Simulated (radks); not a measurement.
La+, configuration [Xe] 5d2 (the NIST ground configuration).

Method: scalar-relativistic Kohn-Sham, B86b exchange with PBE correlation, spin-polarised, spherical densities, point nucleus; open shells are filled with parallel spins first (spin-orbit coupling, left out, can overturn this in heavy ions); computed with a radial shooting solver on a logarithmic mesh with Libxc functionals.

Energy parts (hartree):
| part | energy |
|---|---|
| total | -8493.9320 |
| kinetic | 8985.0531 |
| electron-nucleus | -20547.5302 |
| Hartree | 3272.4833 |
| exchange-correlation | -203.9382 |

Orbitals (lengths in bohr, moments of r in powers of bohr; r(max) is where P^2 peaks):
orbital  occ.  eigenvalue (hartree)   r(max)
1s up       1             -1424.419  0.01607
1s down     1             -1424.419  0.01607
2s up       1             -226.8610  0.09093
2s down     1             -226.8590  0.09093
2p up       3             -203.3289  0.07312
2p down     3             -203.3274  0.07312
3s up       1             -48.62883   0.2604
3s down     1             -48.62804   0.2604
3p up       3             -41.11547   0.2548
3p down     3             -41.11457   0.2548
3d up       5             -30.32452   0.2101
3d down     5             -30.32301   0.2101
4s up       1              -9.92885   0.6083
4s down     1              -9.92600   0.6083
4p up       3              -7.48571   0.6353
4p down     3              -7.48322   0.6354
4d up       5              -3.95106   0.6716
4d down     5              -3.94868   0.6717
4f up       0              -0.30015   0.7450
4f down     0              -0.28890   0.7434
5s up       1              -1.57690    1.414
5s down     1              -1.55507    1.408
5p up       3              -0.97900    1.598
5p down     3              -0.94782    1.586
5d up       2              -0.28065    2.246
5d down     0              -0.23560    2.215
6s up       0              -0.28712    3.640

The highest occupied level is 5d up at -7.637 eV. The configuration is held as typed, so some empty levels lie below it. Spin moment in Bohr magnetons: 2. The density falls to 0.001 e/bohr^3 at r = 4.39 bohr. Summed over all electrons, <r^2> = 59.93 bohr^2, which gives a Langevin (diamagnetic) susceptibility term of -47.5 x 10^-6 cm^3/mol. For comparison, the ionisation energy in NIST's Atomic Spectra Database is 11.185 eV (measured). In exact Kohn-Sham theory the highest level is minus the ionisation energy, but local and semilocal functionals leave it too shallow, through self-interaction and a potential that decays too fast; potentials with the right tail come closer.
